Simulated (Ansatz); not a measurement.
Program: Ansatz. Geometries: PBE0-D4/def2-TZVP. ΔE: electronic, gas phase. CBS: MP2 limit from def2 TZ/QZ plus the TZ coupled-cluster correction, frozen cores. Functionals use def2-TZVPP. For Ge outer-core shells are correlated without core-valence functions, which leaves a few kJ/mol of doubt a bond. Scalar relativity is left out up to krypton. Each species was taken in one conformer, which may not be the lowest.

Consider the formal exchange of groups at a Ge–C bond: `C#[C][GeH2][NH2]` + `OCC1CC1` → `[NH2][GeH2][CH2]O` + `C#CC1CC1`.

`C#[C][GeH2][NH2]`:

```xyz
9

C    -0.719   -1.564   -1.729
C    -0.165   -0.727   -1.060
Ge    0.685    0.594    0.034
N    -0.131    0.813    1.663
H    -1.206   -2.303   -2.323
H     0.616    1.934   -0.707
H     2.125    0.137    0.291
H    -1.087    1.135    1.595
H    -0.118   -0.020    2.236
```

`OCC1CC1`:

Z-matrix (Å, degrees):
```
C
C 1 1.498
O 1 1.412 2 112.8
H 1 1.101 2 109.1 3 123.9
H 1 1.093 2 110.7 3 -118.3
C 2 1.502 1 118.9 3 -83.2
C 2 1.495 1 119.6 3 -153.1
H 2 1.085 1 114.6 3 60.8
H 3 0.961 1 107.5 2 50.6
H 6 1.083 2 118.5 1 142.5
H 6 1.085 2 117.8 1 -2.3
H 7 1.082 2 118.2 1 -143.5
H 7 1.084 2 117.6 1 0.6
```

`[NH2][GeH2][CH2]O`:

Z-matrix (Å, degrees):
```
Ge
C 1 1.972
N 1 1.860 2 99.6
H 1 1.538 2 113.1 3 -112.7
H 1 1.544 2 114.1 3 119.7
O 2 1.409 1 108.1 3 33.5
H 2 1.099 1 109.7 3 -88.7
H 2 1.092 1 111.2 3 152.7
H 3 1.011 1 114.7 2 97.4
H 3 1.010 1 114.5 2 -136.7
H 6 0.971 2 106.7 1 -31.8
```

`C#CC1CC1`:

Cartesian coordinates in Å:
```
C -1.319 2.118 -0.142
C -0.802 1.048 -0.327
C -0.185 -0.224 -0.542
C 1.216 -0.470 -0.040
C 0.068 -1.140 0.630
H -1.776 3.064 0.020
H -0.451 -0.705 -1.477
H 1.867 -1.063 -0.669
H 1.699 0.350 0.475
H -0.081 -2.200 0.468
H -0.235 -0.778 1.604
```

**Question.** Is it downhill or uphill in electronic energy at CCSD(T)/CBS, and by how much? (Best estimate.)

**Answer.** Computed: Uphill: ΔE = +0.32 eV.

**Question.** What do these levels give: PBE-D4, r2SCAN-D4, ωB97M-V, B2PLYP, r2SCAN, PBE0, HF/def2-TZVPP, MP2/def2-TZVPP, SCS-MP2/def2-TZVPP, CCSD/def2-TZVPP, HF/CBS(def2), CCSD/CBS(def2)? (Best estimate.)

**Answer.** The calculation gave: PBE-D4 0.14, r2SCAN-D4 0.23, ωB97M-V 0.29, B2PLYP 0.29, r2SCAN 0.23, PBE0 0.22, HF/def2-TZVPP 0.49, MP2/def2-TZVPP 0.35, SCS-MP2/def2-TZVPP 0.39, CCSD/def2-TZVPP 0.39, HF/CBS(def2) 0.49, CCSD/CBS(def2) 0.34 eV.

Largest T1 diagnostic among the species: 0.012.

From PBE to PBE0 (25 % exact exchange), in def2-TZVPP and without D4, ΔE moves by +0.07 eV. In def2-TZVPP, CCSD(T) changes the Hartree–Fock value by −0.12 eV (the triples alone add −0.02 eV) and MP2 by −0.14 eV.
